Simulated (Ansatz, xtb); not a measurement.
## Relative energy of two conformers of CH5GeO

We compare I, `[CH3][GeH][OH]`, a doublet, with II, `[CH3][GeH][OH]`, a doublet. Both are isolated molecules in the gas phase, relaxed with B3LYP/6-31G*.

I (Å):

| atom | x (Å) | y (Å) | z (Å) |
| --- | --- | --- | --- |
| C | -0.3500 | -1.1525 | -0.7721 |
| Ge | -0.2902 | 0.5956 | 0.1903 |
| O | 1.1260 | 1.5770 | -0.3896 |
| H | 1.0659 | 1.7222 | -1.3472 |
| H | -0.5659 | -1.0117 | -1.8342 |
| H | 0.0788 | 0.3721 | 1.6969 |
| H | 0.6185 | -1.6505 | -0.6574 |
| H | -1.1338 | -1.7741 | -0.3289 |

II (Å):

```yaml
atoms:
  - { symbol: C, position_ang: [0.5798, 0.5405, 0.3129] }
  - { symbol: Ge, position_ang: [1.3525, 1.8203, 1.6114] }
  - { symbol: O, position_ang: [-0.0885, 2.7756, 2.1705] }
  - { symbol: H, position_ang: [0.0469, 1.1076, -0.4572] }
  - { symbol: H, position_ang: [1.3756, -0.0493, -0.1501] }
  - { symbol: H, position_ang: [-0.1201, -0.1281, 0.8191] }
  - { symbol: H, position_ang: [2.3446, 2.8200, 0.8878] }
  - { symbol: H, position_ang: [0.1967, 3.5589, 2.6669] }
```

Energies in hartree; the thermal terms are from B3LYP/6-31G* harmonic frequencies (ideal gas, rigid rotor, one conformer each, 298.15 K, 1 atm) and include the zero-point energy:

```
                               I            II
E, CCSD(T)/def2-SVP  −2191.233350  −2191.234138
    E, MP2/def2-SVP  −2191.194829  −2191.195654
  E, MP2/def2-TZVPP  −2191.716100  −2191.716996
  zero-point energy      0.056712      0.056584
       H(298 K) − E      0.063124      0.063023
       G(298 K) − E      0.027441      0.027200
```

**Question.** Correct the CCSD(T) difference for the basis set by the MP2 change, then work out ΔE, ΔE₀, ΔH and ΔG for I → II in kJ/mol (1 Eh = 2625.50 kJ/mol) and the equilibrium ratio [II]/[I].

**Answer.** 1. Differences II − I: CCSD(T) −0.000788, MP2 in the small set −0.000825, MP2 in the large set −0.000896 Eh.
2. ΔE = −0.000788 + (−0.000896 − (−0.000825)) = −0.000859 Eh = −2.26 kJ/mol.
3. ΔE₀ = ΔE + ΔZPE = −0.000859 + (−0.000128) Eh = −2.59 kJ/mol.
4. ΔH = ΔE + (−0.000101) Eh = −2.52 kJ/mol.
5. ΔG = ΔE + (−0.000241) Eh = −2.89 kJ/mol, so ΔS = (ΔH − ΔG)/T = +1.2 J/(mol K).
6. kT = 0.9442 mEh, so K = [II]/[I] = exp(−ΔG/kT) = exp(+1.17) ≈ 3.2.

The two are too close for this level to say which is favoured. An error of 4 kJ/mol in ΔG would change K by a factor of 5. Mirror images and further conformers aren't counted.

Other levels gave ΔE = −1.4 (B3LYP/6-31G*); −2.9 (HF/def2-SVP); −2.2 (MP2/def2-SVP); −2.1 (CCSD(T)/def2-SVP) kJ/mol. Open shells are spin-unrestricted. The correlated steps freeze 11 core orbitals; the filled d shell of Ge is correlated, in a basis made for valence electrons. Programs: Ansatz 0.2.0.
